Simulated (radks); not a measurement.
Question: The erbium ion Er5+ is in [Xe] 4f9. All-electron calculation, scalar-relativistic Kohn-Sham, BLYP, spin-polarised, spherical densities, finite nucleus; Fermi nuclear charge, rms radius of each element as measured or else 0.836 A^(1/3) + 0.57 fm. Program: a radial shooting solver on a logarithmic mesh with Libxc functionals. Open shells are filled with parallel spins first. One electron is removed from 5s, 4f, 5p, 4d in turn, with full relaxation. Which removal costs least, and what does each cost?

Answer: 4f 88.437 eV; 5p 95.494 eV; 5s 125.09 eV; 4d 254.49 eV. The 4f electron leaves first.
